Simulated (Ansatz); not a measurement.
A trace of molecular dynamics of AlH$_{5}$O$_{3}$Se (10 atoms, charge 0, multiplicity 1).

Method: RHF/def2-SVP (Ansatz 0.2.0).

```
ensemble                      : NVE (velocity Verlet)
starting velocities drawn for : 100 K
seed                          : 5350
```

```json
{"time (fs)": "0.0", "T (K)": "100", "potential energy less start (eV)": "0.000", "conserved less start (meV/atom)": "0.00"}
{"time (fs)": "4.0", "T (K)": "102", "potential energy less start (eV)": "-0.002", "conserved less start (meV/atom)": "0.02"}
{"time (fs)": "8.0", "T (K)": "274", "potential energy less start (eV)": "-0.180", "conserved less start (meV/atom)": "0.00"}
{"time (fs)": "12.0", "T (K)": "357", "potential energy less start (eV)": "-0.265", "conserved less start (meV/atom)": "0.07"}
{"time (fs)": "16.0", "T (K)": "351", "potential energy less start (eV)": "-0.258", "conserved less start (meV/atom)": "0.14"}
{"time (fs)": "20.0", "T (K)": "680", "potential energy less start (eV)": "-0.602", "conserved less start (meV/atom)": "-0.21"}
{"time (fs)": "24.0", "T (K)": "697", "potential energy less start (eV)": "-0.617", "conserved less start (meV/atom)": "0.01"}
{"time (fs)": "28.0", "T (K)": "935", "potential energy less start (eV)": "-0.870", "conserved less start (meV/atom)": "-0.64"}
{"time (fs)": "32.0", "T (K)": "875", "potential energy less start (eV)": "-0.803", "conserved less start (meV/atom)": "-0.19"}
{"time (fs)": "36.0", "T (K)": "871", "potential energy less start (eV)": "-0.804", "conserved less start (meV/atom)": "-0.64"}
{"time (fs)": "40.0", "T (K)": "836", "potential energy less start (eV)": "-0.765", "conserved less start (meV/atom)": "-0.37"}
{"time (fs)": "44.0", "T (K)": "784", "potential energy less start (eV)": "-0.714", "conserved less start (meV/atom)": "-0.59"}
{"time (fs)": "48.0", "T (K)": "815", "potential energy less start (eV)": "-0.744", "conserved less start (meV/atom)": "-0.44"}
{"time (fs)": "52.0", "T (K)": "789", "potential energy less start (eV)": "-0.718", "conserved less start (meV/atom)": "-0.51"}
{"time (fs)": "56.0", "T (K)": "725", "potential energy less start (eV)": "-0.652", "conserved less start (meV/atom)": "-0.50"}
{"time (fs)": "60.0", "T (K)": "697", "potential energy less start (eV)": "-0.622", "conserved less start (meV/atom)": "-0.42"}
{"time (fs)": "64.0", "T (K)": "686", "potential energy less start (eV)": "-0.612", "conserved less start (meV/atom)": "-0.52"}
{"time (fs)": "68.0", "T (K)": "734", "potential energy less start (eV)": "-0.659", "conserved less start (meV/atom)": "-0.35"}
{"time (fs)": "72.0", "T (K)": "689", "potential energy less start (eV)": "-0.613", "conserved less start (meV/atom)": "-0.42"}
{"time (fs)": "76.0", "T (K)": "621", "potential energy less start (eV)": "-0.541", "conserved less start (meV/atom)": "-0.24"}
{"time (fs)": "80.0", "T (K)": "689", "potential energy less start (eV)": "-0.615", "conserved less start (meV/atom)": "-0.54"}
{"time (fs)": "84.0", "T (K)": "654", "potential energy less start (eV)": "-0.576", "conserved less start (meV/atom)": "-0.23"}
{"time (fs)": "88.0", "T (K)": "856", "potential energy less start (eV)": "-0.787", "conserved less start (meV/atom)": "-0.53"}
{"time (fs)": "92.0", "T (K)": "748", "potential energy less start (eV)": "-0.672", "conserved less start (meV/atom)": "-0.14"}
{"time (fs)": "96.0", "T (K)": "816", "potential energy less start (eV)": "-0.746", "conserved less start (meV/atom)": "-0.54"}
{"time (fs)": "100.0", "T (K)": "669", "potential energy less start (eV)": "-0.590", "conserved less start (meV/atom)": "-0.12"}
```

Question: Is this trajectory sound?

Answer: The conserved energy stayed within 0.72 meV per atom of its start (net change -0.12 meV per atom), so the integration is sound. The system heated up, since it started high on the potential surface and ran downhill. A run of 0.1 ps of so small a system gives no equilibrium averages. The orbitals stay closed-shell, which can raise the energy where a bond breaks towards radicals; this wasn't checked here. The time step was 0.5 fs.

Time of the run: 5.2 min on 2 threads of Intel(R) Xeon(R) Platinum 8488C (Sapphire Rapids), on a shared host, peak memory 0.29 GiB.
